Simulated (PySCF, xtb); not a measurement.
Ga(OH)(SeH)2 (GaH3OSe2), SMILES [SeH][Ga]([OH])[SeH].

GFN2-xTB in xtb at its own geometry gives an orbital gap of 3.11 eV and a dipole moment of 0.94 D.

Geometry: B3LYP-D3(BJ)/def2-SVP. Other conformers were not sampled.

Problem. What does ωB97X/def2-TZVP (PySCF) give? (An estimate is asked for; the answer gives what the named calculation found.)

Solution. gap 10.22 eV (levels -9.53 and 0.69 eV), dipole 1.62 D.
